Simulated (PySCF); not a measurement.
pyrimidine (C4H4N2), SMILES c1cncnc1. Geometry optimised at PBE-D3(BJ)/def2-SVP.

Level of theory: PBE-D3(BJ)/def2-SVP (PySCF).

Harmonic wavenumbers (cm⁻¹): 317, 389, 609, 676, 719, 800, 950, 962, 985, 989, 1054, 1058, 1135, 1203, 1281, 1337, 1401, 1444, 1575, 1582, 3075, 3077, 3084, 3137. Rotational constants (GHz): 6.203, 6.000, 3.050; symmetry number 2.

Problem. Work out the zero-point energy and the ideal-gas rigid-rotor harmonic-oscillator thermochemistry at 298.15 K and 1 atm.

Solution. ZPE = ½ Σ hcν = ½ × 32841 cm⁻¹ = 196.43 kJ/mol. H − E(el) = 210.25 kJ/mol. Entropy in J/(mol K): translation 163.41, rotation 100.73, vibration 18.23, total 282.37. G − E(el) = 126.06 kJ/mol. Cp = 74.25 J/(mol K).
